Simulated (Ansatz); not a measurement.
1-butyl-3-methylimidazolium tetrafluoroborate, `CCCCn1cc[n+](C)c1.F[B-](F)(F)F`. The state is a triplet with charge 0. Geometry PBE-D4/def2-SVP, that of the neutral singlet; atoms count from 1.

```
atom    x (Å)    y (Å)    z (Å)
  C1   2.7327   3.2858  -0.0756
  C2   1.6136   2.4208   0.5068
  C3   1.9246   0.9216   0.4524
  C4   0.8699   0.0092   1.0769
  N5  -0.4286   0.0635   0.3854
  C6  -1.5025   0.8919   0.6598
  C7  -2.5386   0.4876  -0.1495
  N8  -2.0694  -0.5791  -0.9008
  C9  -2.8321  -1.4143  -1.8269
 C10  -0.7919  -0.8179  -0.5590
 H11   3.6853   3.1359   0.4736
 H12   2.4837   4.3646  -0.0261
 H13   2.9229   3.0343  -1.1397
 H14   1.4229   2.7153   1.5638
 H15   0.6677   2.6271  -0.0420
 H16   2.0991   0.6047  -0.5995
 H17   2.8780   0.7177   0.9863
 H18   1.1761  -1.0546   1.0396
 H19   0.6766   0.2756   2.1351
 H20  -1.4507   1.6801   1.4157
 H21  -3.5632   0.8584  -0.2428
 H22  -2.7157  -1.0509  -2.8670
 H23  -3.8992  -1.3799  -1.5431
 H24  -2.4495  -2.4491  -1.7274
 H25  -0.1598  -1.6496  -0.9072
 F26   1.0407  -2.9185  -0.0827
 B27  -0.1542  -3.5782   0.4073
 F28   0.1444  -4.8186   0.9170
 F29  -0.7311  -2.7187   1.3768
 F30  -1.0515  -3.6645  -0.7073
```

At PBE0-D4/def2-SVP a singlet of charge 0 lies 4.82 eV below the triplet at the same geometry.

(1) Estimate the Mulliken populations of the heavy atoms from the PBE0/def2-SVP orbitals of Ansatz.

(2) Where does the spin sit?

(3) And the Mayer bond orders between heavy atoms (over 0.3)?

Results:

(1) 
```json
{"atom": "C1", "charge (e)": "-0.08", "spin (α − β)": "0.00"}
{"atom": "C2", "charge (e)": "-0.14", "spin (α − β)": "0.00"}
{"atom": "C3", "charge (e)": "-0.08", "spin (α − β)": "0.02"}
{"atom": "C4", "charge (e)": "0.09", "spin (α − β)": "-0.02"}
{"atom": "N5", "charge (e)": "-0.29", "spin (α − β)": "0.19"}
{"atom": "C6", "charge (e)": "0.15", "spin (α − β)": "0.25"}
{"atom": "C7", "charge (e)": "0.13", "spin (α − β)": "0.31"}
{"atom": "N8", "charge (e)": "-0.30", "spin (α − β)": "0.24"}
{"atom": "C9", "charge (e)": "0.05", "spin (α − β)": "-0.03"}
{"atom": "C10", "charge (e)": "0.13", "spin (α − β)": "1.01"}
{"atom": "F26", "charge (e)": "-0.32", "spin (α − β)": "0.00"}
{"atom": "B27", "charge (e)": "0.36", "spin (α − β)": "0.00"}
{"atom": "F28", "charge (e)": "-0.22", "spin (α − β)": "0.00"}
{"atom": "F29", "charge (e)": "-0.29", "spin (α − β)": "0.02"}
{"atom": "F30", "charge (e)": "-0.30", "spin (α − β)": "0.00"}
```
Mulliken values depend strongly on the basis.

(2) Summed by element: C 1.55, N 0.44, H -0.01, F 0.03, B 0.00, of 2 unpaired in all. Largest on single atoms: C10 1.01, C7 0.31, C6 0.25.

(3) C1–C2 1.09 (1.53 Å); C2–C3 1.05 (1.53 Å); C3–C4 1.07 (1.53 Å); C4–N5 0.91 (1.47 Å); N5–C6 1.38 (1.38 Å); N5–C10 0.91 (1.34 Å); C6–C7 1.31 (1.38 Å); C7–N8 1.33 (1.39 Å); N8–C9 0.93 (1.46 Å); N8–C10 0.89 (1.34 Å); F26–B27 0.90 (1.45 Å); B27–F28 1.22 (1.37 Å); B27–F29 1.00 (1.42 Å); B27–F30 0.98 (1.43 Å).
